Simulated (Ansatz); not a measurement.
Basis-set extrapolation for C$_{2}$H$_{7}$FSSi (`CS[SiH2]CF`) (PBE0-D4/def2-TZVP geometry, frozen core, Ansatz 0.2.0). Multiplicity 1, RHF reference.

```
                      def2-TZVPP   def2-QZVPP
                 HF  -865.826284  -865.854681
    MP2 correlation    -0.897926    -0.970326
CCSD(T) correlation    -0.990450      not run
```

Energies in hartree. Use E(X) = E(∞) + A·exp(−7.88·√X) for Hartree–Fock and E(X) = E(∞) + B·X^(−2.97) for correlation, with X = 3 and 4, and add CCSD(T) minus MP2 of the smaller set to the MP2 limit.

Task: What is the CCSD(T) energy at the basis-set limit?

Result: HF limit: -865.854681 + (-0.028397) × 0.13774 = -865.85859. MP2 limit: -0.970326 + (-0.072400) × 0.74074 = -1.02396. Higher-order term: -0.990450 − (-0.897926) = -0.09252. Total: -866.97507 hartree, 99.4 kcal/mol below CCSD(T)/def2-TZVPP.
